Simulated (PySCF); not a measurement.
Geometry:
```json
{"atom": "Si1", "x (Å)": "-0.380", "y (Å)": "0.873", "z (Å)": "-1.045"}
{"atom": "S2", "x (Å)": "-0.491", "y (Å)": "0.712", "z (Å)": "1.048"}
{"atom": "C3", "x (Å)": "0.382", "y (Å)": "-0.877", "z (Å)": "1.258"}
{"atom": "H4", "x (Å)": "-0.169", "y (Å)": "-1.692", "z (Å)": "0.770"}
{"atom": "H5", "x (Å)": "0.423", "y (Å)": "-1.062", "z (Å)": "2.339"}
{"atom": "H6", "x (Å)": "1.404", "y (Å)": "-0.816", "z (Å)": "0.862"}
{"atom": "Cl7", "x (Å)": "1.561", "y (Å)": "0.875", "z (Å)": "-1.709"}
{"atom": "Cl8", "x (Å)": "-1.290", "y (Å)": "2.621", "z (Å)": "-1.574"}
{"atom": "Cl9", "x (Å)": "-1.307", "y (Å)": "-0.702", "z (Å)": "-1.976"}
```

Geometry: PBE0-D3(BJ)/def2-SVP; GIAO shifts from PySCF 2.14.0 with density-fitted response routines, gas phase, non-relativistic, averaged over equivalent atoms.

At PBE0/pcSseg-1 (152 basis functions, 15 s wall time on 1 thread of an Intel Xeon 6975P-C, shared host):
```csv
atoms,δ (ppm)
Si1,36.3
S2,-75.6
C3,14.9
H4/H5/H6,2.15
Cl7/Cl8/Cl9,163.5
```

Scale: ²⁹Si (σ = 351.99 ppm), ¹³C (σ = 184.41 ppm), ¹H (σ = 31.27 ppm) vs TMS; CS2 for ³³S (σ = 495.66 ppm); ³⁵Cl (σ = 943.27 ppm) vs HCl (reference shieldings calculated alike).

Question: Estimate the result of repeating the calculation with KT2/pcSseg-1.

Answer: 
```csv
atoms,δ at KT2/pcSseg-1,change
Si1,31.7,-4.6
S2,-30.7,+44.9
C3,16.1,+1.2
H4/H5/H6,2.19,+0.04
Cl7/Cl8/Cl9,193.6,+30.1
```

δ = σ(ref) − σ, references computed at the same level: TMS for ²⁹Si (σ = 361.05 ppm), ¹³C (σ = 183.22 ppm), ¹H (σ = 31.18 ppm); ³³S (σ = 518.69 ppm) against CS2; HCl for ³⁵Cl (σ = 942.74 ppm).

The largest change is at S2 (sulfur bonded to C, Si). Cost: 152 basis functions, 13 s wall time on 1 thread of an Intel Xeon 6975P-C, shared host.

The averaged Cl atoms aren't alike in the static structure (σ from 772 to 792 ppm); the average presumes fast exchange among these sites.
